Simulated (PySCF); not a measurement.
SMILES N[SiH2][S][GeH3] (H₇GeNSSi), B3LYP/def2-SVP optimised geometry.

```
11

Si     1.77     0.54     1.38
N      0.90     0.49     2.87
S      1.40    -1.10     0.00
Ge    -0.85    -1.10     0.00
H      3.24     0.44     1.61
H      1.40     1.84     0.76
H      0.97    -0.30     3.51
H      0.02     0.98     2.98
H     -1.28    -1.82    -1.29
H     -1.38     0.35     0.00
H     -1.40    -1.84     1.23
```

Density from PySCF with B3LYP/def2-TZVP at that geometry.

Minimum of the electron density along straight lines between bonded atoms, close to the bond critical point (lines longer than 1.1 times the sum of covalent radii, or with two minima, are not listed):

```
bond     length / Å  ρ at the minimum / e bohr⁻³  ∇²ρ there / e bohr⁻⁵  position (fraction from the first atom)
-------  ----------  ---------------------------  --------------------  ---------------------------------------
Si1–N2        1.727                        0.131                  0.54                                     0.40
Si1–S3        2.177                        0.094                  0.06                                     0.36
S3–Ge4        2.249                        0.098                  0.03                                     0.56
Si1–H5        1.488                        0.124                  0.13                                     0.49
Si1–H6        1.489                        0.123                  0.13                                     0.49
N2–H7         1.015                        0.331                 -1.58                                     0.73
N2–H8         1.015                        0.331                 -1.58                                     0.73
Ge4–H9        1.540                        0.133                  0.05                                     0.59
Ge4–H10       1.545                        0.132                  0.05                                     0.59
Ge4–H11       1.543                        0.133                  0.05                                     0.59
```
